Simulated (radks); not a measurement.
Problem. The mean radii <r> (bohr) of the occupied orbitals of an atom or ion are listed with their occupations. All-electron calculation, scalar-relativistic Kohn-Sham, BLYP, spin-polarised, spherical densities, finite nucleus; Fermi nuclear charge, rms radius of each element as measured or else 0.836 A^(1/3) + 0.57 fm. Program: a radial shooting solver on a logarithmic mesh with Libxc functionals.

| orbital | occ. | <r> |
|---|---|---|
| 1s | 2 | 0.01835 |
| 2s | 2 | 0.07743 |
| 2p | 6 | 0.06927 |
| 3s | 2 | 0.1976 |
| 3p | 6 | 0.1968 |
| 3d | 10 | 0.1772 |
| 4s | 2 | 0.3926 |

Name the element and its charge. Open shells, if any, are filled with parallel spins first.

Solution. Z = 74, tungsten, charge +44: W44+ in [Ar] 3d10 4s2. The 1s radius gives Z: for a bare nucleus <r> = (2 gamma + 1)/(2Z) with gamma = sqrt(1 - (Z/c)^2), 0.01813 bohr for Z = 74, and screening makes it slightly larger (0.01835 here). The occupations add up to 30, and the charge is Z minus that.
